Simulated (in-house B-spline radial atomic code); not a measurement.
Results of a calculation; reference values are marked as such.
## Making a Troullier-Martins s channel for Ag, r_c = 3.6 bohr

Ag, [Kr] 4d10 5s1, non-relativistic PBE, spherical and spin-unpolarised, from an all-electron radial atomic-structure program (B-spline basis) (atomic units). The all-electron 5s level is ε = -0.146702 hartree, its outermost node lies just inside 1.15 bohr and its outer maximum at 2.64 bohr.

Inside r_c the pseudo-orbital is u(r) = r^1 exp(p(r)), with p = c0 + c2 r² + c4 r⁴ + … + c12 r¹². The seven coefficients follow from p and its first four derivatives at r_c, from zero curvature of the screened potential at the origin, c4 = −c2²/(2l + 5), and from the norm inside r_c. At r_c the all-electron orbital has P = 0.5115061, P' = -0.1370074, the screened potential V = -0.1892137, V' = 0.1149895, V'' = -0.1062495, and the norm inside is Q = 0.6442253.

Task: What are p, p' and p'' at r_c?

Result: p = ln(P/r_c^1) = ln(0.5115061/3.6) = -1.95133. p' = P'/P − 1/r_c = -0.26785 − 0.27778 = -0.54563. The radial equation gives p'' = 2(V − ε) − 2(1) p'/r_c − p'² = -0.08502 − (-0.30313) − 0.29771 = -0.07961. Differentiating, p''' = 2V' + 2(1)p'/r_c² − 2(1)p''/r_c − 2p'p'' = 0.10313, and p'''' = 2V'' − 4(1)p'/r_c³ + 4(1)p''/r_c² − 2(1)p'''/r_c − 2p''² − 2p'p''' = -0.14772.

For a trial c2 the five matching conditions are linear in c0, c6, c8, c10 and c12, and c2 is varied until the norm inside r_c equals Q. The root nearest zero gives:

```csv
n,c_n
0,-1.581442
2,0.076208
4,-0.001161532
6,-0.002870426
8,0.0003373777
10,-1.555134e-05
12,2.64618e-07
```

Task: Check c4 and p(r_c), and find the screened pseudopotential at the origin.

Result: −c2²/5 = -0.00116153, as listed. The terms c_n r_c^n are -1.58144, 0.98766, -0.19509, -6.24829, 9.51780, -5.68581, 1.25386, which sum to -1.95133. Inverting the radial equation, V_l(r) = ε + 1 p'/r + (p'' + p'²)/2, so V_l(0) = ε + (2l + 3) c2 = -0.146702 + 3 × (0.076208) = 0.0819 hartree, finite where the all-electron potential diverges.

Orbitals and screened potentials:

```
r (bohr)        P        u  V all-electron  V pseudo
    0.36   0.1127  0.07478          -42.69   0.08092
     0.9  -0.2004   0.1965          -6.523   0.04685
    1.44   0.2416   0.3383          -1.875  -0.09968
    1.98   0.5135   0.4847         -0.7873   -0.3412
    2.52   0.5947   0.5771         -0.4273   -0.4581
    3.06   0.5751   0.5739         -0.2714   -0.3217
     3.6   0.5115   0.5115         -0.1892   -0.1892
```

Logarithmic derivatives P'/P at R = 3.9 bohr, for energies E around ε:

| E − ε (hartree) | all-electron | pseudo |
| --- | --- | --- |
| -0.5 | 0.909036 | 0.901764 |
| -0.25 | 0.537083 | 0.530579 |
| -0.1 | 0.157116 | 0.154087 |
| 0 | -0.309046 | -0.309046 |
| 0.1 | -1.48651 | -1.52535 |
| 0.25 | 6.2924 | 4.68111 |
| 0.5 | 1.14981 | 0.846296 |
